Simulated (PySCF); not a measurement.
Computed Raman spectrum (relative Raman activity) of a molecule C₄H₆BF. Geometry: PBE0-D3(BJ)/def2-SVP. Other conformers were not sampled. Computed with PBE0-D3(BJ)/def2-SVP in PySCF 2.14.0. No scaling factor is applied to the harmonic values.

| ν (cm⁻¹) | relative intensity |
|---|---|
| 114 | 2.1 |
| 201 | 2.8 |
| 646 | 2.2 |
| 1148 | 4.1 |
| 1256 | 3.7 |
| 1312 | 2.1 |
| 1423 | 6.1 |
| 1427 | 4.7 |
| 1434 | 4.3 |
| 2176 | 75 |
| 3006 | 67 |
| 3047 | 100 |
| 3131 | 28 |
| 3159 | 33 |
| 3477 | 15 |

Task: Which structure fits?
A. C=C1CCB1F
B. C=CB(F)C=C
C. CB1C=C[C@H]1F
D. C#CB(C)CF

Result: D, C#CB(C)CF
